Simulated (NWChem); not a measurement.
System: ZnH2S2; SMILES [SH][Zn][SH]

Input file for NWChem:

```
start job
memory heap 200 mb stack 900 mb global 1100 mb
geometry units angstroms noautoz
  Zn     0.000000     0.000000    -0.070159
  S      2.167854    -0.185228    -0.080710
  H      2.317683     0.775339     0.860072
  S     -2.167854     0.185228    -0.080710
  H     -2.317683    -0.775339     0.860072
end
basis spherical
  Zn library def2-svp
  S library def2-svp
  H library def2-svp
end
dft
  xc scan
  grid fine
  iterations 150
  mulliken
end
task dft gradient
```

Output (shortened):

```
             Northwest Computational Chemistry Package (NWChem) 7.3.0
             --------------------------------------------------------

 C2  symmetry detected

                             Geometry "geometry" -> ""
                             -------------------------

 Output coordinates in angstroms (scale by  1.889725989 to convert to a.u.)

  No.       Tag          Charge          X              Y              Z
 ---- ---------------- ---------- -------------- -------------- --------------
    1 Zn                  30.0000     0.00000000     0.00000000    -0.02379422
    2 S                   16.0000    -0.03067461    -2.17553659    -0.03434522
    3 H                    1.0000     0.93811237    -2.25671226     0.90643678
    4 S                   16.0000     0.03067461     2.17553659    -0.03434522
    5 H                    1.0000    -0.93811237     2.25671226     0.90643678

 Effective nuclear repulsion energy (a.u.)     293.0475616571

      Symmetry information
      --------------------

 Group name             C2
 Group number              4
 Group order               2
 No. of unique centers     3

                                 NWChem DFT Module
                                 -----------------

 Summary of "ao basis" -> "ao basis" (spherical)
 ------------------------------------------------------------------------------
       Tag                 Description            Shells   Functions and Types
 ---------------- ------------------------------  ------  ---------------------
 Zn                         def2-svp                11       31   5s3p2d1f
 S                          def2-svp                 8       18   4s3p1d
 H                          def2-svp                 3        5   2s1p

      Symmetry analysis of basis
      --------------------------

        a          40
        b          37

            General Information
            -------------------
          SCF calculation type: DFT
          Wavefunction type:  closed shell.
          No. of atoms     :     5
          No. of electrons :    64
           Alpha electrons :    32
            Beta electrons :    32
          Charge           :     0
          Spin multiplicity:     1
          Use of symmetry is: on ; symmetry adaption is: on
          Maximum number of iterations: 150
          AO basis - number of functions:    77
                     number of shells:    33
          Convergence on energy requested:  1.00D-06
          Convergence on density requested:  1.00D-05
          Convergence on gradient requested:  5.00D-04

              XC Information
              --------------
                         SCAN Method XC Functional
                  SCAN metaGGA Exchange Functional  1.000
                        SCAN Correlation Potential  1.000

             Grid Information
             ----------------
          Grid used for XC integration:  fine
          Radial quadrature: Mura-Knowles
          Angular quadrature: Lebedev.
          Tag              B.-S. Rad. Rad. Pts. Rad. Cut. Ang. Pts.
          ---              ---------- --------- --------- ---------
          Zn                  1.35      140           9.0       974
          S                   1.00      123          12.0       770
          H                   0.35       60          12.0       590
          Grid pruning is: on
          Number of quadrature shells:   323
          Spatial weights used:  Erf1

      Superposition of Atomic Density Guess
      -------------------------------------

 Sum of atomic energies:       -2573.25467484

      Non-variational initial energy
      ------------------------------

 Total energy =   -2573.866628
 1-e energy   =   -4168.720734
 2-e energy   =    1301.806545
 HOMO         =      -0.317641
 LUMO         =      -0.014660

      Symmetry analysis of molecular orbitals - initial
      -------------------------------------------------

  Numbering of irreducible representations:

     1 a           2 b

  Orbital symmetries:

     1 a           2 a           3 b           4 a           5 b
     6 b           7 a           8 a           9 b          10 a
    11 b          12 a          13 b          14 a          15 b
    16 a          17 b          18 b          19 a          20 a
    21 b          22 a          23 b          24 a          25 b
    26 a          27 a          28 b          29 a          30 b
    31 a          32 b          33 a          34 b          35 a
    36 b          37 a          38 a          39 b          40 a
    41 b          42 b

     ---------------------------------------------
      Total Density - Mulliken Population Analysis
     ---------------------------------------------

    Atom       Charge   Shell Charges
 -----------   ------   -------------------------------------------------------
    1 Zn  30    29.12   2.00  2.00  2.00  0.70  0.12  6.00  5.99  0.34  8.03  1.94  0.00
    2 S   16    16.64   2.00  1.99  1.21  0.64  5.94  1.84  3.00  0.02
    3 H    1     0.80   0.57  0.20  0.03
    4 S   16    16.64   2.00  1.99  1.21  0.64  5.94  1.84  3.00  0.02
    5 H    1     0.80   0.57  0.20  0.03

   convergence    iter        energy       DeltaE   RMS-Dens  Diis-err
 ---------------- ----- ----------------- --------- --------- ---------
 d= 0,ls=0.0,diis     1  -2576.6923106032 -2.87D+03  1.95D-02  3.25D-01
 d= 0,ls=0.0,diis     2  -2576.6906151637  1.70D-03  1.09D-02  2.88D-01
 d= 0,ls=0.0,diis     3  -2576.7413664395 -5.08D-02  2.50D-03  3.53D-02
 d= 0,ls=0.0,diis     4  -2576.7452910302 -3.92D-03  5.50D-04  1.04D-02
 d= 0,ls=0.0,diis     5  -2576.7459816963 -6.91D-04  1.14D-04  1.16D-04
  Resetting Diis
 d= 0,ls=0.0,diis     6  -2576.7459929325 -1.12D-05  3.18D-05  4.73D-06
 d= 0,ls=0.0,diis     7  -2576.7459936562 -7.24D-07  1.58D-05  3.02D-07
 d= 0,ls=0.0,diis     8  -2576.7459936414  1.48D-08  9.41D-06  3.43D-07

         Total DFT energy =    -2576.745993641430
      One electron energy =    -4167.435087127397
           Coulomb energy =     1421.145506206256
    Exchange-Corr. energy =     -123.503974377386
 Nuclear repulsion energy =      293.047561657098

 Numeric. integr. density =       64.000001683243

                  Occupations of the irreducible representations
                  ----------------------------------------------

                     irrep           alpha         beta
                     --------     --------     --------
                     a                17.0         17.0
                     b                15.0         15.0

                       DFT Final Molecular Orbital Analysis
                       ------------------------------------

 Vector   30  Occ=2.000000D+00  E=-2.737480D-01  Symmetry=b
              MO Center= -1.1D-15, -4.8D-15, -3.3D-02, r^2= 6.2D+00
   Bfn.  Coefficient  Atom+Function         Bfn.  Coefficient  Atom+Function
  ----- ------------  ---------------      ----- ------------  ---------------
    43      0.363446  2 S  py                66      0.363446  4 S  py
    40      0.298244  2 S  py                63      0.298244  4 S  py
    13     -0.257601  1 Zn py                37      0.171437  2 S  py
    60      0.171437  4 S  py                35     -0.140821  2 S  s
    58      0.140821  4 S  s                 10      0.130319  1 Zn py

 Vector   31  Occ=2.000000D+00  E=-2.321983D-01  Symmetry=a
              MO Center= -1.5D-11, -3.0D-09, -3.3D-03, r^2= 5.8D+00
   Bfn.  Coefficient  Atom+Function         Bfn.  Coefficient  Atom+Function
  ----- ------------  ---------------      ----- ------------  ---------------
    42      0.332064  2 S  px                65     -0.332064  4 S  px
    44     -0.314047  2 S  pz                67     -0.314047  4 S  pz
    39      0.223822  2 S  px                62     -0.223822  4 S  px
    41     -0.208850  2 S  pz                64     -0.208850  4 S  pz
    14     -0.151284  1 Zn pz                36      0.129571  2 S  px

 Vector   32  Occ=2.000000D+00  E=-2.316326D-01  Symmetry=b
              MO Center=  1.5D-11,  3.0D-09, -3.4D-02, r^2= 5.8D+00
   Bfn.  Coefficient  Atom+Function         Bfn.  Coefficient  Atom+Function
  ----- ------------  ---------------      ----- ------------  ---------------
    44      0.342843  2 S  pz                67     -0.342843  4 S  pz
    42     -0.303303  2 S  px                65     -0.303303  4 S  px
    41      0.230583  2 S  pz                64     -0.230583  4 S  pz
    39     -0.201591  2 S  px                62     -0.201591  4 S  px
    12     -0.146660  1 Zn px                38      0.133498  2 S  pz

 Vector   33  Occ=0.000000D+00  E=-4.952211D-02  Symmetry=a
              MO Center=  2.1D-11, -4.8D-12,  5.9D-02, r^2= 5.1D+00
   Bfn.  Coefficient  Atom+Function         Bfn.  Coefficient  Atom+Function
  ----- ------------  ---------------      ----- ------------  ---------------
     4      0.674598  1 Zn s                  5      0.632792  1 Zn s
    43     -0.449518  2 S  py                66      0.449518  4 S  py
    35     -0.319977  2 S  s                 58     -0.319977  4 S  s
     3     -0.269792  1 Zn s                 40     -0.224444  2 S  py
    63      0.224444  4 S  py                34     -0.205084  2 S  s

 Vector   34  Occ=0.000000D+00  E= 2.609003D-03  Symmetry=a
              MO Center=  3.0D-10, -1.0D-09,  1.5D-01, r^2= 4.4D+00
   Bfn.  Coefficient  Atom+Function         Bfn.  Coefficient  Atom+Function
  ----- ------------  ---------------      ----- ------------  ---------------
    14      0.840441  1 Zn pz                 4      0.442235  1 Zn s
    51     -0.339658  3 H  s                 74     -0.339658  5 H  s
     5     -0.327335  1 Zn s                 42      0.266352  2 S  px
    65     -0.266352  4 S  px                35      0.229594  2 S  s
    58      0.229594  4 S  s                 11     -0.222496  1 Zn pz

 Vector   35  Occ=0.000000D+00  E= 3.781486D-03  Symmetry=b
              MO Center= -3.0D-10,  9.5D-10,  1.1D-01, r^2= 3.9D+00
   Bfn.  Coefficient  Atom+Function         Bfn.  Coefficient  Atom+Function
  ----- ------------  ---------------      ----- ------------  ---------------
    12      0.906703  1 Zn px                51     -0.344552  3 H  s
    74      0.344552  5 H  s                 44      0.254107  2 S  pz
    67     -0.254107  4 S  pz                 9     -0.239491  1 Zn px
    50     -0.199892  3 H  s                 73      0.199892  5 H  s
    35      0.167105  2 S  s                 58     -0.167105  4 S  s

     ---------------------------------------------
      Total Density - Mulliken Population Analysis
     ---------------------------------------------

    Atom       Charge   Shell Charges
 -----------   ------   -------------------------------------------------------
    1 Zn  30    29.56   2.00  2.00  2.00  0.96 -0.03  6.00  6.00  0.69  7.98  1.96  0.00
    2 S   16    16.31   2.00  1.99  1.21  0.66  5.93  1.79  2.69  0.04
    3 H    1     0.91   0.70  0.18  0.03
    4 S   16    16.31   2.00  1.99  1.21  0.66  5.93  1.79  2.69  0.04
    5 H    1     0.91   0.70  0.18  0.03

     -------------------------------------------
      Total Density - Lowdin Population Analysis
     -------------------------------------------

    Atom       Charge   Shell Charges
 -----------   ------   -------------------------------------------------------
    1 Zn  30    29.62   2.00  2.00  1.96  0.71  0.22  5.99  5.91  0.87  7.76  2.20  0.00
    2 S   16    16.17   2.00  1.95  0.99  0.73  5.81  1.88  2.76  0.05
    3 H    1     1.02   0.61  0.32  0.09
    4 S   16    16.17   2.00  1.95  0.99  0.73  5.81  1.88  2.76  0.05
    5 H    1     1.02   0.61  0.32  0.09

     Multipole analysis of the density
     ---------------------------------

     L   x y z        total         alpha         beta         nuclear
     -   - - -        -----         -----         ----         -------
     0   0 0 0     -0.000000    -32.000000    -32.000000     64.000000

     1   1 0 0     -0.000000     -0.000000     -0.000000      0.000000
     1   0 1 0      0.000000      0.000000      0.000000      0.000000
     1   0 0 1      0.497621      0.248811      0.248811      0.000000

     2   2 0 0    -29.035530    -17.714260    -17.714260      6.392989
     2   1 1 0     -2.773430      2.360438      2.360438     -7.494307
     2   1 0 1     -0.000000     -0.000000     -0.000000      0.000000
     2   0 2 0    -37.375791   -307.301675   -307.301675    577.227559
     2   0 1 1     -0.000000     -0.000000     -0.000000      0.000000
     2   0 0 2    -29.187304    -17.625463    -17.625463      6.063622

            General Information
            -------------------
          SCF calculation type: DFT
          Wavefunction type:  closed shell.
          No. of atoms     :     5
          No. of electrons :    64
           Alpha electrons :    32
            Beta electrons :    32
          Charge           :     0
          Spin multiplicity:     1
          Use of symmetry is: on ; symmetry adaption is: on
          Maximum number of iterations: 150
          AO basis - number of functions:    77
                     number of shells:    33
          Convergence on energy requested:  1.00D-06
          Convergence on density requested:  1.00D-05
          Convergence on gradient requested:  5.00D-04

              XC Information
              --------------
                         SCAN Method XC Functional
                  SCAN metaGGA Exchange Functional  1.000
                        SCAN Correlation Potential  1.000

             Grid Information
             ----------------
          Grid used for XC integration:  fine
          Radial quadrature: Mura-Knowles
          Angular quadrature: Lebedev.
          Tag              B.-S. Rad. Rad. Pts. Rad. Cut. Ang. Pts.
          ---              ---------- --------- --------- ---------
          Zn                  1.35      140           9.0       974
          S                   1.00      123          12.0       770
          H                   0.35       60          12.0       590
          Grid pruning is: on
          Number of quadrature shells:   323
          Spatial weights used:  Erf1

          Convergence Information
          -----------------------
          Convergence aids based upon iterative change in
          total energy or number of iterations.
          Levelshifting, if invoked, occurs when the
          HOMO/LUMO gap drops below (HL_TOL):  1.00D-02
          DIIS, if invoked, will attempt to extrapolate
          using up to (NFOCK): 10 stored Fock matrices.

                    Damping( 0%)  Levelshifting(0.5)       DIIS
                  --------------- ------------------- ---------------
          dE  on:    start            ASAP                start
          dE off:    2 iters        150 iters           150 iters

                            NWChem DFT Gradient Module
                            --------------------------

  charge          =   0.00
  wavefunction    = closed shell

  Using symmetry

                         DFT ENERGY GRADIENTS

    atom               coordinates                        gradient
                 x          y          z           x          y          z
   1 Zn      0.000000   0.000000  -0.044965    0.000000   0.000000  -0.000297
   2 S      -0.057967  -4.111168  -0.064903    0.000266  -0.003575   0.000327
   3 H       1.772775  -4.264568   1.712917   -0.000188  -0.000301  -0.000178
   4 S       0.057967   4.111168  -0.064903   -0.000266   0.003575   0.000327
   5 H      -1.772775   4.264568   1.712917    0.000188   0.000301  -0.000178
```

Level: SCAN/def2-SVP. All runs use the structure optimised with PBE0/def2-SVP.
